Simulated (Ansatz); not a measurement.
bistriflimide, `O=S(=O)([N-]S(=O)(=O)C(F)(F)F)C(F)(F)F`, relaxed as a singlet with RKS PBE-D4/def2-SVP in Ansatz, starting from the GFN2-xTB geometry. Force threshold 0.03 eV/Å.

Start:

```xyz
15

O     1.018    2.694    0.342
S     0.033    1.654    0.336
O    -1.320    2.046    0.090
N     0.554    0.403   -0.453
S    -0.330   -0.902   -0.455
O    -1.732   -0.741   -0.674
O     0.080   -1.868    0.520
C     0.317   -1.619   -2.084
F    -0.008   -0.845   -3.124
F    -0.196   -2.835   -2.332
F     1.646   -1.756   -2.096
C    -0.002    1.049    2.126
F    -0.215    2.071    2.973
F    -0.988    0.175    2.327
F     1.142    0.475    2.504
```

Question: Estimate the energy that the relaxation releases and the steps that it takes.

Answer: 63.1 kJ/mol, in 22 steps; 68 s on 4 threads of Arm Neoverse V1 on a shared host. The force fell under the threshold at step 9, but the optimiser went on and released 0.092 eV more. No frequencies were taken in this run, so the end may be a saddle point.

Question: Does the start keep its bonding?

Answer: By distances, no bond broke or formed. The bond that changes most is S2–N4, from 1.57 to 1.63 Å (atoms count from 1).

Question: Predict the relaxed structure.

Answer: 
```
atom   x (Å)   y (Å)   z (Å)
  O1   1.488   2.273   0.319
  S2   0.334   1.348   0.332
  O3  -0.888   1.693  -0.430
  N4   0.905  -0.172   0.176
  S5  -0.064  -1.402  -0.280
  O6  -1.516  -1.248  -0.030
  O7   0.608  -2.670   0.079
  C8   0.089  -1.345  -2.167
  F9  -0.263  -0.145  -2.658
 F10  -0.719  -2.279  -2.716
 F11   1.352  -1.607  -2.558
 C12  -0.226   1.373   2.141
 F13  -0.795   2.567   2.422
 F14  -1.126   0.410   2.397
 F15   0.820   1.205   2.974
```
Bond lengths: 6 × C–F 1.34 to 1.35 Å; 4 × O–S 1.48 Å; 2 × N–S 1.63 Å; 2 × C–S 1.89 Å.
